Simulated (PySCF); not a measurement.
**How methods differ on the ionisation energy of Te⁺**

Te⁺ [Kr] 4d10 5s2 5p3 (4S) → Te²⁺ [Kr] 4d10 5s2 5p2 (3P), as a difference of total energies. Calculation: PySCF 2.14, in x2c-TZVPPall (8s6p4d2f, 60 functions); scalar relativity by spin-free X2C-1e. Correlated levels: valence: [Kr] 4d10 frozen; valence and next inner shell: [Ar] 3d10 frozen. The calculations carry no spin-orbit coupling.

| method | ionisation energy (eV) |
| --- | --- |
| UHF | 18.361 |
| LDA | 18.947 |
| PBE | 18.758 |
| PBE0 | 18.858 |
| r2SCAN | 18.990 |
| MN15 | 18.962 |
| BP86 | 18.856 |
| wB97M-V | 18.671 |
| B97-3 | 18.624 |
| ROHF | 18.420 |
| MP2 (valence) | 18.753 |
| SCS-MP2 (valence) | 18.634 |
| MP2 (valence and next inner shell) | 18.942 |
| SCS-MP2 (valence and next inner shell) | 18.766 |

Task: How much does correlation contribute at MP2 (valence and next inner shell)?

Result: 18.942 − (18.361) = 0.581 eV, measured against UHF.

A first-order spin-orbit estimate (lowest level to lowest level, LS coupling) adds -0.596 eV.

Errors of the correlated levels include the incompleteness of this basis and the frozen core.

For comparison: 18.6 ± 0.4 eV (measured; NIST Atomic Spectra Database, ionization energies).
